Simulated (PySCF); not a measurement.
Dipole moment and polarisability of `[H]/N=C\C=C\CC(F)(F)F`

Species: C₅H₆F₃N.
Cartesian coordinates in Å at the GFN2-xTB level; atoms count from 1:
```
atom  x, y, z in Å
N1     3.5141    0.5328    0.1757
C2     2.3851    0.6453   -0.3697
C3     1.1925   -0.1515   -0.1069
C4     0.0429    0.0386   -0.7484
C5    -1.1965   -0.7670   -0.5122
C6    -2.3336    0.1242   -0.0393
F7    -2.6306    1.0879   -0.9216
F8    -3.4629   -0.5738    0.1590
F9    -2.0546    0.7353    1.1197
H10    3.5780   -0.2026    0.8805
H11    2.2876    1.4207   -1.1245
H12    1.2862   -0.9289    0.6428
H13   -0.0450    0.8217   -1.4903
H14   -1.5290   -1.2405   -1.4402
H15   -1.0386   -1.5342    0.2478
```

Level: PBE0/def2-SVPD (PySCF), static field, nuclei fixed, core orbitals frozen in the response. The polarisability tensor in these axes (au):

```
x   106.24   5.22  11.38
y     5.22  58.64  -4.01
z    11.38  -4.01  59.98
```

**Question.** Give the principal values, the mean and the anisotropy Δα = √{½[(α1 − α2)² + (α2 − α3)² + (α1 − α3)²]}.

**Answer.** Principal values 52.72, 62.91 and 109.24 au; mean 74.96 au = 11.11 Å³ = 12.36 × 10⁻⁴⁰ C²·m²/J; Δα = 52.17 au (70 % of the mean).

**Question.** What is the dipole moment, and where does it point?

**Answer.** (-0.58, -2.30, -0.66) D, 2.47 D in size, pointing from the negative to the positive side. Measured along this direction, the outermost atoms are H11 at the negative end and H14 at the positive end.

**Question.** Orientational against electronic polarisability at 500 K (dilute gas, rigid molecules)?

**Answer.** In Gaussian units μ²/3kT = 29.41 Å³ against 11.11 Å³, a ratio of 2.65; the Debye molar polarisation (4π/3)N_A(α + μ²/3kT) is 102.2 cm³/mol, leaving out the vibrational part.

**Question.** Find the Langevin capture rate constant for NO+ (29.998 u) meeting this molecule (137.045 u), k = 2.342 × 10⁻⁹ cm³/s × √(α in Å³ / reduced mass in u).

**Answer.** The reduced mass is 24.61 u, so k = 1.57 × 10⁻⁹ cm³/s. The formula leaves out the permanent dipole, which adds to the capture rate.

**Question.** Give the eigenvalues of the traceless quadrupole moment Θ = ½Σq(3rr − r²1), origin at the centre of nuclear charge.

**Answer.** -21.24, 6.82, 14.42 D·Å. The values depend on the origin, since the dipole doesn't vanish. The electronic extent ⟨r²⟩ about the same centre is 1688 bohr², a root-mean-square distance of 2.60 Å for the 70 electrons.

**Question.** Sum over states: ᾱ = Σ f/ω², ω in Eh. What share falls to these 6 lowest TDDFT singlets (eV, f)? 4.41, 0.0027; 6.22, 0.7221; 7.12, 0.0016; 7.36, 0.0451; 7.52, 0.0007; 7.63, 0.0010.

**Answer.** They add up to 14.57 au, 19.4 % of the 74.96 au; the largest single term is 13.81 au, from the state at 6.22 eV. Terms in order: 0.10, 13.81, 0.02, 0.62, 0.01, 0.01 au. Higher excitations give the rest. The strengths listed sum to 0.773.

Geometry: GFN2-xTB, one conformer, isolated molecule.

The run behind these numbers computed excited states as well. Hardware: an Arm Neoverse V1 with one thread, shared host. Cost: 50 s of wall time, 0.96 GiB resident at most.
